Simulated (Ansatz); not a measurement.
`C#[C][GeH]([CH3])[F]` and `[CH3][GeH]([F])[F]` differ in one atom or group.

Ansatz, PBE0-D4/def2-TZVP geometries, multiplicity 1. 

Scalar relativity is left out up to krypton.

```csv
property,`C#[C][GeH]([CH3])[F]`
"ideal-gas entropy at 298 K and 1 bar (rigid rotor, harmonic PBE0-D4/def2-TZVP) / J/(mol·K)",354
LUMO energy (ωB97M-V/def2-TZVPP) / eV,1.55
size of the dipole moment (ωB97M-V/def2-TZVPP) / D,2.51
HOMO energy (ωB97M-V/def2-TZVPP) / eV,-10.59
HOMO–LUMO gap (PBE/def2-TZVPP) / eV,5.73
zero-point energy (PBE0-D4/def2-TZVP) / kJ/mol,173.2
```

(1) Give the same properties after the change, and the shifts. (An estimate is asked.)

## Answers

(1) Computed: 
```
                                                                                  property  `[CH3][GeH]([F])[F]`  shift
ideal-gas entropy at 298 K and 1 bar (rigid rotor, harmonic PBE0-D4/def2-TZVP) / J/(mol·K)                   325    -29
                                                     LUMO energy (ωB97M-V/def2-TZVPP) / eV                  2.35   0.80
                                        size of the dipole moment (ωB97M-V/def2-TZVPP) / D                  3.17   0.66
                                                     HOMO energy (ωB97M-V/def2-TZVPP) / eV                -11.70  -1.11
                                                       HOMO–LUMO gap (PBE/def2-TZVPP) / eV                  7.67   1.94
                                            zero-point energy (PBE0-D4/def2-TZVP) / kJ/mol                 129.4  -43.8
```

With PBE0 the HOMO falls by 1.10 eV and the LUMO rises by 1.11 eV, so the gap widens by about 2.21 eV. PBE moves the HOMO by -0.84 eV and ωB97M-V by -1.11 eV. The zero-point energy changes by -43.8 kJ/mol with -6 modes. Dipoles are sizes alone; their direction can turn.
